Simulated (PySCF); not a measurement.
# As: ionisation energy

As [Ar] 3d10 4s2 4p3 (4S) → As⁺ [Ar] 3d10 4s2 4p2 (3P), as a difference of total energies. Calculation: PySCF 2.14, in cc-pVDZ-DK (5s4p2d, 27 functions); scalar relativity by spin-free X2C-1e. Correlated levels: valence: [Ar] 3d10 frozen. The calculations carry no spin-orbit coupling.

```
           method  ionisation energy (eV)  error (eV)
              UHF                   9.425      -0.583
           M06-2X                   9.795      -0.213
            B3LYP                   9.812      -0.196
    MP2 (valence)                   9.753      -0.255
SCS-MP2 (valence)                   9.636      -0.372
   CCSD (valence)                   9.704      -0.304
CCSD(T) (valence)                   9.707      -0.301
```

Reference: 10.008 eV (measured; NIST levels, between the centres of gravity of the two terms).

Errors of the correlated levels include the incompleteness of this basis and the frozen core.
